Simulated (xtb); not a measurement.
HCl3OZr, triplet, from a rough starting geometry (GFN-xTB shapes and energies of metal compounds can be far from the true ones) (the multiplicity is a formal guess); GFN2-xTB (xtb).

Input for xtb:
```
$ xtb mol.xyz --gfn 2 --uhf 2 --opt vtight --json

# file mol.xyz
6

Zr     0.23319439    -0.03658144    -0.06246561
Cl     2.09832306     0.92384303    -0.72685221
Cl     0.93012586    -0.87664177     2.00350546
Cl     0.22530919    -1.97690626    -1.27869375
O     -1.36107848     0.81951891    -0.00548049
H     -2.23219276     1.12027211     0.09332631
```

Output, abridged:

```
   ID    Z sym.   atoms
    1   40 Zr     1
    2   17 Cl     2-4
    3    8 O      5
    4    1 H      6

           -------------------------------------------------
          |                Calculation Setup                |
           -------------------------------------------------

           -------------------------------------------------
          |                 G F N 2 - x T B                 |
           -------------------------------------------------

          ...................................................
          :                      SETUP                      :
          :.................................................:
          :  # basis functions                  45          :
          :  # atomic orbitals                  41          :
          :  # shells                           15          :
          :  # electrons                        32          :
          :  max. iterations                   250          :
          :  Hamiltonian                  GFN2-xTB          :
          :  restarted?                      false          :
          :  GBSA solvation                  false          :
          :  PC potential                    false          :
          :  electronic temp.          300.0000000     K    :
          :  accuracy                    1.0000000          :
          :  -> integral cutoff          0.2500000E+02      :
          :  -> integral neglect         0.1000000E-07      :
          :  -> SCF convergence          0.1000000E-05 Eh   :
          :  -> wf. convergence          0.1000000E-03 e    :
          :  Broyden damping             0.4000000          :
          :  net charge                          0          :
          :  unpaired electrons                  2          :
          ...................................................

 iter      E             dE          RMSdq      gap      omega  full diag
   1    -19.7680593 -0.197681E+02  0.730E+00    0.14       0.0  T
   2    -19.9818151 -0.213756E+00  0.650E+00    0.11       1.0  T
   3    -19.9808984  0.916680E-03  0.464E+00    0.11       1.0  T
   4    -19.9575881  0.233103E-01  0.454E+00    0.12       1.0  T
   5    -19.9631683 -0.558023E-02  0.396E+00    0.14       1.0  T
   6    -19.9789796 -0.158113E-01  0.277E+00    0.12       1.0  T
   7    -20.0050923 -0.261127E-01  0.160E+00    0.13       1.0  T
   8    -20.0073017 -0.220936E-02  0.853E-01    0.13       1.0  T
   9    -20.0087401 -0.143839E-02  0.534E-01    0.13       1.0  T
  10    -20.0075031  0.123701E-02  0.695E-01    0.13       1.0  T
  11    -20.0090813 -0.157821E-02  0.248E-01    0.13       1.0  T
  12    -20.0087982  0.283094E-03  0.332E-01    0.13       1.0  T
  13    -20.0090324 -0.234260E-03  0.215E-01    0.13       1.0  T
  14    -20.0091540 -0.121587E-03  0.105E-01    0.13       1.0  T
  15    -20.0091535  0.522943E-06  0.940E-02    0.13       1.0  T
  16    -20.0091728 -0.192755E-04  0.479E-02    0.13       1.0  T
  17    -20.0091807 -0.795806E-05  0.168E-02    0.13       2.4  T
  18    -20.0091815 -0.788455E-06  0.140E-02    0.13       2.9  T
  19    -20.0091809  0.637653E-06  0.173E-02    0.13       2.4  T
  20    -20.0091820 -0.110557E-05  0.603E-03    0.13       6.8  T
  21    -20.0091818  0.177397E-06  0.876E-03    0.13       4.7  T
  22    -20.0091821 -0.259718E-06  0.252E-03    0.13      16.2  T
  23    -20.0091821 -0.242468E-07  0.683E-04    0.13      59.8  T
  24    -20.0091821 -0.170338E-09  0.749E-04    0.13      54.5  T

   *** convergence criteria satisfied after 24 iterations ***

 transition dipole moment (au) for excitation:          16          17
     X       Y       Z
  -0.0428  -0.0826  -0.3537  total (au/Debye):    0.366   0.930
 dE (eV)             :    4.402
 oscillator strength :  0.20406E-01

         :::::::::::::::::::::::::::::::::::::::::::::::::::::
         ::                     SUMMARY                     ::
         :::::::::::::::::::::::::::::::::::::::::::::::::::::
         :: total energy             -19.937112789106 Eh    ::
         :: gradient norm              0.056381310168 Eh/a0 ::
         :: HOMO-LUMO gap              0.131340001807 eV    ::
         ::.................................................::
         :: SCC energy               -20.009174193861 Eh    ::
         :: -> isotropic ES            0.058457311151 Eh    ::
         :: -> anisotropic ES         -0.002927699498 Eh    ::
         :: -> anisotropic XC         -0.004688479730 Eh    ::
         :: -> dispersion             -0.004758580970 Eh    ::
         :: repulsion energy           0.072061404755 Eh    ::
         :: add. restraining           0.000000000000 Eh    ::
         :: total charge               0.000000000000 e     ::
         :::::::::::::::::::::::::::::::::::::::::::::::::::::

      -----------------------------------------------------------
     |                   =====================                   |
     |                        A N C O P T                        |
     |                   =====================                   |
     |               Approximate Normal Coordinate               |
     |                Rational Function Optimizer                |
      -----------------------------------------------------------
      -----------------------------------------------------------
     |                   =====================                   |
     |                        A N C O P T                        |
     |                   =====================                   |
     |               Approximate Normal Coordinate               |
     |                Rational Function Optimizer                |
      -----------------------------------------------------------

          ...................................................
          :                      SETUP                      :
          :.................................................:
          :   optimization level         verytight          :
[...]
 * total energy  :   -19.9475134 Eh     change       -0.1191443E-05 Eh
 * total energy  :   -19.9475142 Eh     change       -0.8139453E-06 Eh
 * total energy  :   -19.9475149 Eh     change       -0.6990410E-06 Eh
 * total energy  :   -19.9475155 Eh     change       -0.6543605E-06 Eh
 * total energy  :   -19.9475162 Eh     change       -0.6127082E-06 Eh
 * total energy  :   -19.9475169 Eh     change       -0.7035152E-06 Eh
 * total energy  :   -19.9475176 Eh     change       -0.6977757E-06 Eh
 * total energy  :   -19.9475178 Eh     change       -0.2774937E-06 Eh
 * total energy  :   -19.9475180 Eh     change       -0.1600815E-06 Eh
 * total energy  :   -19.9475182 Eh     change       -0.1832344E-06 Eh
 * total energy  :   -19.9475184 Eh     change       -0.2007748E-06 Eh
 * total energy  :   -19.9475186 Eh     change       -0.1991719E-06 Eh
 * total energy  :   -19.9475187 Eh     change       -0.9902796E-07 Eh
   *** GEOMETRY OPTIMIZATION CONVERGED AFTER 34 ITERATIONS ***
[...]

 transition dipole moment (au) for excitation:          16          17
     X       Y       Z
   0.0284   0.0455   0.1381  total (au/Debye):    0.148   0.376
 dE (eV)             :    3.701
 oscillator strength :  0.28125E-02

         :::::::::::::::::::::::::::::::::::::::::::::::::::::
         ::                     SUMMARY                     ::
         :::::::::::::::::::::::::::::::::::::::::::::::::::::
         :: total energy             -19.947518682400 Eh    ::
         :: gradient norm              0.000024705359 Eh/a0 ::
         :: HOMO-LUMO gap              0.315209141193 eV    ::
         ::.................................................::
         :: SCC energy               -19.998355858710 Eh    ::
         :: -> isotropic ES            0.062565069757 Eh    ::
         :: -> anisotropic ES         -0.003131080296 Eh    ::
         :: -> anisotropic XC         -0.004214655967 Eh    ::
         :: -> dispersion             -0.004669265096 Eh    ::
         :: repulsion energy           0.050837176310 Eh    ::
         :: add. restraining           0.000000000000 Eh    ::
         :: total charge              -0.000000000000 e     ::
         :::::::::::::::::::::::::::::::::::::::::::::::::::::

           -------------------------------------------------
          |                Property Printout                |
           -------------------------------------------------

    * Orbital Energies and Occupations

         #    Occupation            Energy/Eh            Energy/eV
      -------------------------------------------------------------
         1        2.0000           -1.1309395             -30.7744
       ...           ...                  ...                  ...
         5        2.0000           -0.5810839             -15.8121
         6        2.0000           -0.5115896             -13.9211
         7        2.0000           -0.4805867             -13.0774
         8        2.0000           -0.4755189             -12.9395
         9        2.0000           -0.4733650             -12.8809
        10        2.0000           -0.4582076             -12.4685
        11        2.0000           -0.4564060             -12.4194
        12        2.0000           -0.4544578             -12.3664
        13        2.0000           -0.4493848             -12.2284
        14        1.9766           -0.4432240             -12.0607
        15        1.9596           -0.4426871             -12.0461
        16        1.0638           -0.4371257             -11.8948
        17        0.9978           -0.3011280              -8.1941 (HOMO)
        18        0.0022           -0.2895442              -7.8789 (LUMO)
        19                         -0.2678175              -7.2877
        20                         -0.2638387              -7.1794
        21                         -0.2575342              -7.0079
        22                         -0.0321601              -0.8751
        23                         -0.0055976              -0.1523
        24                         -0.0052461              -0.1428
        25                         -0.0048952              -0.1332
        26                         -0.0046911              -0.1277
        27                         -0.0028397              -0.0773
        28                         -0.0025436              -0.0692
       ...                                ...                  ...
        41                          1.0193321              27.7374
      -------------------------------------------------------------
                  HL-Gap            0.0115837 Eh            0.3152 eV
             Fermi-level           -0.3675069 Eh          -10.0004 eV

     #   Z          covCN         q      C6AA      α(0)
     1  40 Zr       2.911     0.750   108.073    25.015
     2  17 Cl       0.735    -0.295   108.306    15.918
     3  17 Cl       0.979    -0.085   101.800    15.436
     4  17 Cl       0.979    -0.085   101.804    15.436
     5   8 O        1.508    -0.597    25.226     6.773
     6   1 H        0.815     0.312     0.685     1.299

 Mol. C6AA /au·bohr⁶  :       2103.699863
 Mol. C8AA /au·bohr⁸  :     120610.640366
 Mol. α(0) /au        :         79.878093

Wiberg/Mayer (AO) data.
largest (>0.10) Wiberg bond orders for each atom

 ---------------------------------------------------------------------------
     #   Z sym  total        # sym  WBO       # sym  WBO       # sym  WBO
 ---------------------------------------------------------------------------
     1  40 Zr   3.533 --     5 O    1.071     2 Cl   0.922     3 Cl   0.750
                             4 Cl   0.750
     2  17 Cl   1.131 --     1 Zr   0.922
     3  17 Cl   1.254 --     1 Zr   0.750     4 Cl   0.379
     4  17 Cl   1.254 --     1 Zr   0.750     3 Cl   0.379
     5   8 O    2.060 --     1 Zr   1.071     6 H    0.858
     6   1 H    0.903 --     5 O    0.858
 ---------------------------------------------------------------------------

Topologies differ in total number of bonds
Writing topology from bond orders to xtbtopo.mol

molecular dipole:
                 x           y           z       tot (Debye)
 q only:       -0.749      -0.041       0.168
   full:       -1.147       0.806      -0.029       3.565
molecular quadrupole (traceless):
                xx          xy          yy          xz          yz          zz
 q only:       -1.934      -4.034       0.555       2.202       1.410       1.379
  q+dip:        0.151      -4.134      -1.368       1.798       2.051       1.217
   full:        0.149      -3.787      -2.419       1.956       2.760       2.270

optimized geometry written to: xtbopt.xyz

           -------------------------------------------------
          | TOTAL ENERGY              -19.947518682400 Eh   |
          | GRADIENT NORM               0.000024705359 Eh/α |
          | HOMO-LUMO GAP               0.315209141193 eV   |
           -------------------------------------------------

normal termination of xtb
```
